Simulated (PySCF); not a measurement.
A side-by-side comparison of computed properties.

First species: C6H13F3Si.
SMILES: `CC(C)[SiH2]CCC(F)(F)F`

Second species: C6H12N2OSi.
InChI=1S/C6H12N2OSi/c1-5(2)8(6(3)9)10-4-7/h5H,10H2,1-3H3

Levels: PBE0/pcSseg-1 for dipole moment, HOMO energy, LUMO energy and HOMO–LUMO gap; GFN2-xTB for rotational constant A and rotational constant C. Geometries: GFN2-xTB. Each species is one conformer at its optimised geometry, gas phase, non-relativistic unless stated; the electronic structure was computed with PySCF and density fitting.

Dipoles, sizes and rotational constants follow the conformer. The torsions of the flexible species, by atom-mapped SMILES:
- `[CH3:1][CH:2]([CH3:3])[SiH2:4][CH2:5][CH2:6][C:7]([F:8])([F:9])[F:10]`: C1–C2–Si4–C5 -62°, C2–Si4–C5–C6 177°, Si4–C5–C6–C7 177°, C5–C6–C7–F8 179°
- `[CH3:1][C:2](=[O:3])[N:4]([SiH2:5][C:6]#[N:7])[CH:8]([CH3:9])[CH3:10]`: C1–C2–N4–Si5 180°, C2–N4–Si5–C6 69°, C2–N4–C8–C9 115°

Values for the first species:

| Property | Result |
| --- | --- |
| Dipole moment | 2.60 D |
| HOMO energy | -8.21 eV |
| LUMO energy | 0.83 eV |
| HOMO–LUMO gap | 9.04 eV |
| Rotational constant A | 2.284 GHz |
| Rotational constant C | 0.408 GHz |

Question: Estimate the same properties for the second species, and the change in each.

Answer: 
```tsv
property	first	second	second less first
dipole moment	2.60 D	6.70 D	+4.10 D
HOMO energy	-8.21 eV	-7.96 eV	+0.25 eV
LUMO energy	0.83 eV	-0.33 eV	-1.16 eV
HOMO–LUMO gap	9.04 eV	7.63 eV	-1.41 eV
rotational constant A	2.284 GHz	1.441 GHz	-0.843 GHz
rotational constant C	0.408 GHz	0.724 GHz	+0.316 GHz
```

On the first: The dipole matches unit charges of opposite sign 0.54 Å apart (1 e·Å = 4.8032 D).

On the second: In atomic units the dipole is 2.64 e·bohr (1 au = 2.5417 D).
